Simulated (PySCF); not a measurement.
Compound: C7H16N (charge +1).
SMILES with atom numbers: `[CH3:1][N+:2]1([CH3:3])[CH2:4][CH2:5][CH2:6][CH2:7][CH2:8]1` (hydrogens: H9, H10, H11 on C1; H12, H13, H14 on C3; H15, H16 on C4; H17, H18 on C5; H19, H20 on C6; H21, H22 on C7; H23, H24 on C8)

The same species was optimised twice, with GFN2-xTB and with PBE0-D3(BJ)/def2-SVP (PySCF), and the same property calculations (PySCF, gas phase) were run on both structures.

```csv
coordinate,GFN2-xTB,PBE0-D3(BJ)/def2-SVP,change
N2–C4 (Å),1.492,1.513,+0.021
N2–C8 (Å),1.492,1.512,+0.020
C1–N2 (Å),1.474,1.489,+0.015
N2–C3 (Å),1.475,1.488,+0.013
C7–C8 (Å),1.524,1.515,-0.009
C4–C5 (Å),1.524,1.515,-0.009
C5–C6 (Å),1.525,1.523,-0.002
C6–C7 (Å),1.525,1.523,-0.002
C4–C5–C6 (°),110.4,111.5,+1.1
C6–C7–C8 (°),110.4,111.5,+1.1
C5–C6–C7 (°),109.7,110.6,+0.9
C1–N2–C3 (°),108.2,108.5,+0.3
N2–C4–C5 (°),113.4,113.2,-0.2
C1–N2–C8 (°),110.9,110.7,-0.2
N2–C8–C7 (°),113.4,113.2,-0.2
C1–N2–C4 (°),110.9,110.7,-0.2
```

Rotational constants: A = 3148, B = 1764, C = 1544 MHz (GFN2-xTB) against A = 3099, B = 1752, C = 1528 MHz (PBE0-D3(BJ)/def2-SVP). Point groups within 0.08 Å: Cs and Cs.

On the GFN2-xTB structure: HOMO (eV) -13.53 [PBE0/pcSseg-1]; LUMO (eV) -3.23 [PBE0/pcSseg-1]; GIAO shielding of C1/C3 (mean) (ppm) 134.4 [PBE0/pcSseg-1]; GIAO shielding of N2 (ppm) 197.9 [PBE0/pcSseg-1]; GIAO shielding of C4/C8 (mean) (ppm) 122.1 [PBE0/pcSseg-1]; GIAO shielding of C5/C7 (mean) (ppm) 162.7 [PBE0/pcSseg-1]; GIAO shielding of C6 (ppm) 162.5 [PBE0/pcSseg-1].

Question: What do these properties become on the PBE0-D3(BJ)/def2-SVP structure?

Answer: 
```tsv
property	level	on GFN2-xTB	on PBE0-D3(BJ)/def2-SVP	change
HOMO (eV)	PBE0/pcSseg-1	-13.53	-13.43	+0.10
LUMO (eV)	PBE0/pcSseg-1	-3.23	-3.31	-0.08
energy, GFN2-xTB geometry as zero (kcal/mol)	PBE0/pcSseg-1	0.0	-1.3	-1.3
GIAO shielding of C1/C3 (mean) (ppm)	PBE0/pcSseg-1	134.4	131.5	-2.9
GIAO shielding of N2 (ppm)	PBE0/pcSseg-1	197.9	190.7	-7.2
GIAO shielding of C4/C8 (mean) (ppm)	PBE0/pcSseg-1	122.1	118.5	-3.6
GIAO shielding of C5/C7 (mean) (ppm)	PBE0/pcSseg-1	162.7	162.7	0.0
GIAO shielding of C6 (ppm)	PBE0/pcSseg-1	162.5	162.5	0.0
```

The heavy atoms differ by 0.016 Å rms after alignment. Among bonds between heavy atoms N2–C4 and N2–C8 change most and about equally (+0.020 to +0.021 Å). Changes are differences of the printed values. Neither structure is proved a minimum here. Geometry: PBE0-D3(BJ)/def2-SVP, one conformer, isolated ion.
